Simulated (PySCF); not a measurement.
## UHF on Tl (thallium, neutral)

Configuration: [Xe] 4f14 5d10 6s2 6p1, 2P determinant. Computed with PySCF 2.14 in aug-cc-pwCVTZ-DK3 (11s10p8d5f1g, 125 functions), with the spin-free X2C one-electron Hamiltonian (Gaussian nucleus).

* Total energy: -20241.752395 hartree
* One-electron energy: -27723.7379 hartree
* Hartree (Coulomb) energy: 7863.3448 hartree
* Exchange energy: -381.3593 hartree
* ⟨S²⟩: 0.7593
* ⟨L²⟩: 2.026
* Sum of ⟨r⟩: 48.34 bohr
* Sum of ⟨r²⟩: 71.19 bohr²
* Traceless quadrupole moment −½Σ⟨3z² − r²⟩ along its main axis: -7.07 e·bohr²
* Langevin diamagnetic susceptibility: -56.4 ×10⁻⁶ cm³/mol

```tsv
shell	electrons	mean orbital energy (hartree)	spread (hartree)	rms radius, mean of both spins (bohr)
1s α	1	-3159.33989	0	0.0184
1s β	1	-3159.33954	0	0.0184
2s β	1	-568.24947	0	0.0743
2s α	1	-568.24924	0	0.0743
2p α	3	-491.09339	0.00010	0.0684
2p β	3	-491.09327	0.00076	0.0684
3s α	1	-138.25963	0	0.189
3s β	1	-138.25947	0	0.189
3p α	3	-115.58703	0.00037	0.192
3p β	3	-115.58656	0.00216	0.192
3d β	5	-90.89479	0.00177	0.176
3d α	5	-90.89474	0.00138	0.176
4s α	1	-32.27476	0	0.416
4s β	1	-32.27444	0	0.416
4p α	3	-24.67889	0.00097	0.443
4p β	3	-24.67819	0.00421	0.443
4d β	5	-15.36578	0.00395	0.471
4d α	5	-15.36575	0.00307	0.471
5s α	1	-5.61544	0	0.942
5s β	1	-5.61497	0	0.942
4f α	7	-5.09820	0.00366	0.510
4f β	7	-5.09812	0.00457	0.510
5p α	3	-3.44299	0.00226	1.08
5p β	3	-3.44287	0.00925	1.08
5d α	5	-0.84220	0.00831	1.48
5d β	5	-0.84029	0.01337	1.48
6s α	1	-0.47313	0	2.77
6s β	1	-0.42296	0	2.77
6p α	1	-0.19231	0	4.13
```

Spin-orbit coupling, absent here, splits the open shell strongly.

Densities and radii are taken from the X2C orbitals without a picture-change correction, which distorts them close to the nucleus.

Spin-orbit constants ζ (cm⁻¹) from the X2C one-electron operator on these orbitals: bare nucleus, nucleus screened by l(l+1)(2l+1)/3 electrons, and screened by the Breit-Pauli mean field of the electrons.

```csv
shell,bare,screened nucleus,mean field
2p,10280000,10030000,n/a
3p,2310000,2253000,n/a
3d,355200,311400,n/a
4p,557000,543300,n/a
4d,76270,66850,n/a
4f,15870,10390,n/a
5p,93820,91500,n/a
5d,7949,6968,n/a
6p,4412,4303,n/a
```

To first order the Landé constant is A = 4303 cm⁻¹, so the lowest level has J = 1/2 and lies 0.533 eV below the centre of the term. First order in ζ underestimates the shift of the j = l − 1/2 level at high Z.
